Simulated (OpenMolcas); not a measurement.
## O: from CASSCF to CASPT2

- Program: OpenMolcas 26.06
- Basis: ANO-RCC-VTZP [4s3p2d1f]
- Scalar Hamiltonian: DKH2, point nucleus
- Active space: 4 electrons in 3 orbitals (2p)
- State averaging: 2S+1 = 3 even, 3 roots; 2S+1 = 1 even, 6 roots
- Spin-orbit coupling: RASSI with atomic mean-field integrals over the reference wave functions, term energies averaged over their components

Methods on the same reference wave functions:
A. CASSCF
B. SS-CASPT2, IPEA 0.25 Eh, imaginary shift 0.1 Eh (closed shells correlated: 1s 2s)
C. XMS-CASPT2, IPEA 0.25 Eh, imaginary shift 0.1 Eh (closed shells correlated: 1s 2s)

Energies in cm⁻¹ above 2s² 2p⁴ ³P₂, the measured ground level; measured values from NIST Handbook of Basic Atomic Spectroscopic Data.

```tsv
Level	A	B	C	Measured
2s² 2p⁴ ³P₂	0.0	0.0	0.0	0.0
2s² 2p⁴ ³P₁	149	149	149	158
2s² 2p⁴ ³P₀	223	222	222	227
2s² 2p⁴ ¹D₂	17703	15790	16210	15868
2s² 2p⁴ ¹S₀	43883	35790	36220	33793
```

Deviations, from unrounded energies. A percentage is the sum of absolute deviations over the sum of measured energies, with the sign that they share, or ± where signs differ.

```tsv
Against measurement	Levels	A	B	C
mean absolute deviation (cm-1)	4	3000	520	700
fine structure of the ground term (%)	2	-3.5	-3.5	-3.5
other terms of the ground configuration (%)	2	+24.0	±4.2	+5.6
```

B lies closest to measurement on these levels and A furthest from it. The largest miss of B in the table is 2s² 2p⁴ ¹S₀, by +2000 cm-1. The ranking rests on the paired levels alone, and a cruder setting can come out closer through cancelling errors.

Between B and C the level of the table that moves most is 2s² 2p⁴ ¹S₀, by 420 cm-1 (lowest in B, highest in C). Moves below CASPT2's spread within the term are not significant.

The mean deviations of B to C differ by less than CASPT2's widest spread within a term (1000 cm-1), so their order carries little weight.

From A to B the spin-free energies of the other terms of 2s² 2p⁴ shown, above ³P, scale by factors of 0.82 to 0.89.

The lowest spin-free term lies below A's lowest term by 0.159 hartree in B, 0.163 hartree in C.

CASPT2 does not keep the components of a term degenerate, so their means are used; among the terms shown or strongly mixed into the levels shown the widest spread is 1000 cm-1 (2s² 2p⁴ ¹D, C). With the s shell closed, the reference lacks s² → p² mixing. Without dynamic correlation excited terms often stand tens of per cent too high (terms of higher spin than the ground term too low), and those without a measured partner can miss by more than the paired ones (holds for A). Computed and measured levels are paired by configuration, term and J; levels that our copy of the source lacks, or whose pairing is in doubt (as where it misses far off the trend of its configuration), stay unpaired and out of the deviations. Levels of configurations outside the active space are missing.
